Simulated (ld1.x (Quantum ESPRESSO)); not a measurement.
**lead (Pb): one change to a TM potential, before and after**

Pb, norm-conserving Troullier–Martins (Kleinman–Bylander form), made with ld1.x (Quantum ESPRESSO) 7.5 (revPBE, scalar-relativistic). Core [Xe] 4f14 5d10, reference 6s2 6p2. Waves: 6s (bound): rc 1.80 bohr; 6p (bound): rc 2.65 bohr; 6d channel at 0.15 Ry: rc 2.50 bohr. Local part: all-electron potential smoothed inside 1.50 bohr (lloc = -1). Core correction: none.

Change: all radii scaled by about 1.15 (s 2.08, p 3.06, d 2.88 bohr); local potential all-electron potential smoothed inside 1.72 bohr (lloc = -1).

Cutoffs: the cutoffs (Ry, on a coarse ladder) from which the occupation-weighted sum of valence levels, in a spherical-Bessel basis at the reference potential, stays within 10 and 1 mRy of its value at 400 Ry; they do not see the model core or the augmentation charge, which bear on the density cutoff. Errors are all-electron minus pseudo energies relative to the spin-unpolarised reference configuration.

Q: Predict the effect on cutoff, ghosts and configuration errors.

A: The potential gets softer (25 Ry and 45 Ry → 21 Ry and 35 Ry); the bound ghosts move from p, s to s; the number of tests that count goes from 7 to 3; of the 3 tests that both files solve, the error grows in 1 and shrinks in 2 by more than 15 % and 0.3 meV (median size 33.8 → 2.0 meV). A larger radius leaves more room for a smooth pseudo-wave, so fewer plane waves are needed.

```tsv
quantity	base	changed
cutoff, loose	25 Ry	21 Ry
cutoff, tight	45 Ry	35 Ry
bound ghosts	s, p	s
tests counted (converged, no solver errors)	7 of 7	3 of 7
error for 6s2 6p0, meV [ΔE 19.81 eV]	+57	+45
error for 6s1 6p0, meV [ΔE 52.08 eV]	+34	+1.3
error for 6s2 6p2.3, meV [ΔE -0.78 eV]	+0.6	+2.0
```

Base: These tests converged, but a pseudo level misses the all-electron one widely, so the file describes the atom poorly there or has found another state: 6s1 6p0: empty 6p by 2.8 eV (a node warning on the way). Changed file: Tests not counted: 6s2 6p1 (solver errors, printed error -2.1 eV); 6s2 6p1.5 (solver errors, printed error -6.3 eV); 6s1 6p3 (solver errors, printed error -30.9 eV); 6s1 6p2 (solver errors, printed error -34.6 eV). These tests converged, but a pseudo level misses the all-electron one widely, so the file describes the atom poorly there or has found another state: 6s1 6p0: empty 6p by 4.7 eV. A true bound ghost makes a file unfit for plane-wave use even where its test errors are small: the radial tests pick states by their node count and pass the ghost by. Where a test does run into it, the solver fails or the error is huge.
